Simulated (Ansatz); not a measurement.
Start from `CCC#CCCC` and change one atom or group to get `CCCC#CCCCC`.

Ansatz, PBE0-D4/def2-TZVP geometries, multiplicity 1. Each molecule was computed in one conformer, which needn't be the lowest.

```
                               property  `CCC#CCCC`
     HOMO energy (PBE0/def2-TZVPP) / eV       -7.04
    HOMO–LUMO gap (PBE/def2-TZVPP) / eV        6.05
HOMO–LUMO gap (ωB97M-V/def2-TZVPP) / eV       11.82
     LUMO energy (PBE0/def2-TZVPP) / eV        1.09
      LUMO energy (PBE/def2-TZVPP) / eV        0.20
    HOMO energy (B3LYP/def2-TZVPP) / eV       -6.83
```

Problem. What does the change do to each property? (Estimate.)

Solution. The calculation gave: 
| property | `CCCC#CCCCC` | shift |
| --- | --- | --- |
| HOMO energy (PBE0/def2-TZVPP) / eV | -7.03 | 0.01 |
| HOMO–LUMO gap (PBE/def2-TZVPP) / eV | 6.02 | -0.03 |
| HOMO–LUMO gap (ωB97M-V/def2-TZVPP) / eV | 11.74 | -0.08 |
| LUMO energy (PBE0/def2-TZVPP) / eV | 1.01 | -0.08 |
| LUMO energy (PBE/def2-TZVPP) / eV | 0.18 | -0.02 |
| HOMO energy (B3LYP/def2-TZVPP) / eV | -6.81 | 0.02 |

B3LYP here is the variant with VWN-RPA as its local correlation; programs differ in this.
